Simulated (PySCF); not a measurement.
An excited-state job on `C#CB[SiH2]O[SiH2][SiH3]`.

Computed with TDDFT B3LYP/def2-SVPD, vertical, gas phase, core orbitals frozen in the response (PySCF 2.14.0, density-fitted response routines). Geometry: GFN2-xTB. The command runs a driver script over a list of jobs; the input below is this job's line of settings and its coordinates in Å.

Command:
```bash
OMP_NUM_THREADS=1 python probes_run.py task.json out
```

Input:
```
{"job": {"kind": "uv", "xc": "B3LYP", "basis": "def2-SVPD", "nstates": 8, "ntriplets": 3}, "charge": 0, "multiplicity": 1}
C      2.649951     1.254902     1.796561
C      2.727642     0.519726     0.839791
B      2.765322    -0.372685    -0.353845
Si     1.119927    -0.748203    -1.355229
O     -0.209035    -0.131699    -0.629897
Si    -1.088442     0.678582     0.462390
Si    -3.293082     0.327341    -0.092512
H      2.594097     1.893629     2.630877
H      3.798840    -0.831143    -0.670055
H      1.056637    -0.156596    -2.705087
H      0.768274    -2.174512    -1.488741
H     -0.639758     2.077891     0.398921
H     -0.684541     0.174518     1.784682
H     -3.954667     1.547718    -0.574869
H     -3.533978    -0.686644    -1.125440
H     -4.084786    -0.096396     1.071041
```

What does the run print?

```
coarse grid: 14800 points
cycle   1  E = -1049.5271581757  dE =  5.165e-01  |g| = 8.452e-01  |ddm| = 1.078e+01
cycle   2  E = -1049.1290234359  dE =  3.981e-01  |g| = 1.622e+00  |ddm| = 3.108e+00
cycle   3  E = -1049.6652699029  dE = -5.362e-01  |g| = 1.326e-01  |ddm| = 2.015e+00
cycle   4  E = -1049.6681033291  dE = -2.833e-03  |g| = 8.398e-02  |ddm| = 4.063e-01
cycle   5  E = -1049.6697029821  dE = -1.600e-03  |g| = 4.582e-02  |ddm| = 1.518e-01
cycle   6  E = -1049.6702796495  dE = -5.767e-04  |g| = 6.629e-03  |ddm| = 5.877e-02
cycle   7  E = -1049.6702918809  dE = -1.223e-05  |g| = 1.165e-03  |ddm| = 2.217e-02
cycle   8  E = -1049.6702923668  dE = -4.859e-07  |g| = 2.242e-04  |ddm| = 3.446e-03
final grid: 128960 points
cycle   9  E = -1049.8196962555  dE = -2.429e-05  |g| = 2.547e-03  |ddm| = 1.594e-01
cycle  10  E = -1049.8196955100  dE =  7.455e-07  |g| = 3.250e-03  |ddm| = 1.374e-02
cycle  11  E = -1049.8196981536  dE = -2.644e-06  |g| = 5.081e-04  |ddm| = 5.303e-03
cycle  12  E = -1049.8196982082  dE = -5.464e-08  |g| = 1.651e-04  |ddm| = 1.056e-03
cycle  13  E = -1049.8196982136  dE = -5.372e-09  |g| = 4.866e-05  |ddm| = 2.957e-04
cycle  14  E = -1049.8196982141  dE = -5.418e-10  |g| = 2.151e-05  |ddm| = 1.181e-04
converged SCF energy = -1049.8196982141

Static polarisability (au): isotropic 122.539, principal 94.624 129.400 143.591

Singlet excitations
state   eV       nm        f      main configurations
  1   3.0578    405.5   0.00127   H->L 0.90
  2   4.0790    304.0   0.00748   H-1->L 0.63, H-2->L 0.26
  3   4.1665    297.6   0.01164   H-2->L 0.58, H-1->L 0.35
  4   4.9136    252.3   0.00466   H-4->L 0.85
  5   5.1872    239.0   0.06902   H-3->L 0.80
  6   5.5109    225.0   0.00976   H-5->L 0.93
  7   5.7420    215.9   0.01791   H->L+1 0.91
  8   5.8468    212.1   0.00017   H-6->L 0.99

Triplet excitations (Tamm-Dancoff, eV): 2.6233 3.7086 3.9451
```

The SCF starts on a coarse grid where the log names one; the energy can jump when the final grid takes over, and dE then counts from the start density on the new grid. H and L stand for HOMO and LUMO; the number after each pair is its weight.

Give the mean polarisability as a volume in Å³, and the ratio of the largest to the smallest principal value.

122.539 au × 0.148185 = 18.16 Å³; 143.591/94.624 = 1.52.

Which computed singlet has the largest oscillator strength, and what do all of them sum to?

State 5 at 5.19 eV (239 nm), f = 0.069; the 8 states sum to 0.122.

Main results: HOMO -7.34 eV, LUMO -3.14 eV; lowest singlet 3.06 eV; lowest triplet 2.62 eV (Tamm–Dancoff); mean polarisability 122.5 au.

 GFN2-xTB frequencies show an imaginary mode (45i cm⁻¹), so this geometry is no minimum at that level.

Hardware: one thread, Arm Neoverse V1 (aarch64), shared host. Cost: 59 s wall (grids of density and orbitals included), 0.85 GiB resident at most.

One conformer stands for the species.
Labels such as C1 count atoms from 1, the log's own numbers from 0.
